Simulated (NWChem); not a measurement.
Molecule: C$_{4}$H$_{5}$N; SMILES C1=CCN=C1

```xyz
10

C      0.7284     0.9756     0.0000
C     -0.6190     1.0150     0.0000
C     -1.0924    -0.4004     0.0000
N      0.0801    -1.2414     0.0000
C      1.0895    -0.4453     0.0000
H      1.4228     1.8166     0.0000
H     -1.2591     1.8985     0.0000
H     -1.7216    -0.6375     0.8784
H     -1.7216    -0.6375    -0.8784
H      2.1165    -0.8298     0.0000
```
Atoms are numbered in this order, from 1.

Computed with NWChem. Structure relaxed at the PBE0/def2-SVP level. Level: PBE0/def2-SVP with SMD (1 M gas to 1 M solution), gas-phase geometry.

For solvent water:

| Item | Result |
|---|---|
| solvation free energy (kcal/mol) | -7.2 |
| dipole in solution (D) | 2.71 |

### Question
How do the values read with solvent toluene instead?

### Answer
The solvation free energy (kcal/mol) comes out as -5.0 and the dipole in solution (D) comes out as 2.39.
